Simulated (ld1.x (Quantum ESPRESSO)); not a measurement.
## Cutoff test, cadmium (Cd), RRKJ

ld1.x (Quantum ESPRESSO) 7.5 input, shortened:

```
&input
   title='Cd', zed=48., rel=1, dft='PBESOL', iswitch=3,
   config='[Kr] 4d10 5s1 5p1'
 /
 &inputp
   pseudotype=2, tm=.false., rho0=0.005, lloc=-1, rcloc=1.20,
   nlcc=.true.
 /
3
4S  1  0   2.00   0.00  1.05  1.05  0.0
4P  2  1   6.00   0.00  1.15  1.15  0.0
4D  3  2  10.00   0.00  1.85  1.85  0.0
 &test
   configts(1)='4s2 4p6 4d10 5s1 5p1'
 /
```

Occupied shells without a wave of their own: 5p, 5s. They enter only through the test configuration that unscreens the potential, and ld1.x also counts them in the model core charge.

The pseudo-atom Hamiltonian at the reference potential is diagonalised in spherical Bessel functions j_l(qr) that vanish at 20 bohr, with q² up to the cutoff. All-electron valence levels (Ry): 4s -7.9219, 5s -0.5121, 4p -5.0622, 5p -0.1523, 4d -1.0034.

Task: How do the lowest levels (Ry) of each channel move with the cutoff, and are there ghosts?

Result:

```
cutoff (Ry)     s #1     s #2     s #3     p #1     p #2     d #1    d #2    f #1    f #2  Σ f·Δε (mRy)
          8  -6.3864  -0.3762  -0.0126  -2.6979  -0.0638   0.0213  0.0820  0.0938  0.2162       27732.9
         18  -6.5668  -0.4062  -0.0158  -4.5646  -0.1272  -0.1533  0.0459  0.0938  0.2162       14332.8
         30  -7.0973  -0.4396  -0.0188  -4.8765  -0.1462  -0.6702  0.0400  0.0938  0.2162        6178.3
         50  -7.7837  -0.4999  -0.0240  -4.9190  -0.1476  -1.0030  0.0387  0.0938  0.2162        1161.3
         80  -7.9030  -0.5127  -0.0250  -5.0392  -0.1520  -1.0034  0.0387  0.0938  0.2162         179.9
        120  -7.9121  -0.5138  -0.0251  -5.0617  -0.1529  -1.0034  0.0387  0.0938  0.2162          24.4
        180  -7.9217  -0.5150  -0.0253  -5.0622  -0.1530  -1.0034  0.0387  0.0938  0.2162           1.3
        300  -7.9220  -0.5151  -0.0253  -5.0623  -0.1530  -1.0034  0.0387  0.0938  0.2162           0.2
        400  -7.9220  -0.5151  -0.0253  -5.0623  -0.1530  -1.0034  0.0387  0.0938  0.2162           0.0
```

Result: no extra level below or beside the all-electron valence levels (s, p, d, f tested); 10 mRy is reached at 140 Ry and 1 mRy at 230 Ry.

ld1.x takes every shell without a wave as core, so the model core holds the 5p, 5s electrons as well and exchange and correlation see them twice. This cancels in the reference configuration, but the file is broken for other ones, and its errors say nothing about a proper core correction. Its largest configuration-test error is -945 meV.
